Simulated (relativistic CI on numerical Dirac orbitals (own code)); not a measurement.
# Cd2+: 4d valence photoemission

Computed with this model: Dirac-Coulomb-Breit CI, separate exchange-only KLI orbitals for each configuration, model QED (radiative potential, 1s self-energy scaled to tabulated hydrogen-like ionisation energies), valence Slater integrals scaled by 0.9, multiplet model of photoemission in the sudden approximation; configurations [Kr] 4d10 → [Kr] 4d9; 300 K; Lorentzian 0.3 eV and Gaussian 0.5 eV FWHM. Energies are those of the free ion, without screening or charge transfer. The energies are binding energies and can lie tens of eV above those of solids. S is read from ⟨S²⟩ = S(S + 1).

free ion: ground-state S = 0.00, centroid 36.08 eV. Peaks (eV, height): 35.8 (100), 36.4 (74).

Strongest unbroadened transitions for free ion:

```tsv
Energy (eV)	Relative strength
35.80	100.0
36.49	66.7
```
